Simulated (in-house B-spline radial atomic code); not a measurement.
Co is squeezed into an impenetrable sphere of radius R (the orbitals vanish at R). Level of theory: non-relativistic r2SCAN, spin-polarised, spherical fractional occupations, point nucleus; calculated with a B-spline radial code for spherical atoms.

Energies in eV above the free atom in [Ar] 3d7 4s2:

| R (bohr) | highest level (eV) | [Ar] 3d7 4s2 | [Ne] 3s2 3p5 3d7 4s2 4f1 | [Ar] 3d7 4s1 4d1 |
| --- | --- | --- | --- | --- |
| 8.95 | -5.26 | 0.02117 | 75.24 | 8.062 |
| 6.52 | -4.75 | 0.401 | 80.14 | 10.87 |
| 4.79 | -2.36 | 3.197 | 90.71 | 18.35 |
| 4.52 | -1.45 | 4.465 | 93.99 | 20.87 |
| 3.47 | 6.49 | 17.74 | 119.7 | 41.75 |
| 3.12 | 12.6 | 29.46 | 138.2 | 57.4 |
| 2.45 | 39.2 | 87.79 | 217.8 | 125.5 |
| 2.08 | 75.3 | 178.6 | 328.8 | 221.5 |
| 1.82 | 124 | 314.9 | 486.3 | 358.7 |
| 1.28 | 407 | 1309 | 1562 | 1315 |

(1) Does [Ne] 3s2 3p5 3d7 4s2 4f1 fall below [Ar] 3d7 4s2 under compression?

(2) Does [Ar] 3d7 4s1 4d1 fall below [Ar] 3d7 4s2 under compression?

The highest level is first positive in the row R = 3.47 bohr, pushed up by confinement above the zero of the free ion's potential. Each configuration is held fixed and needn't be the lowest in the sphere.

## Answers

(1) No, it stays above over the whole range.

(2) No, it stays above over the whole range.
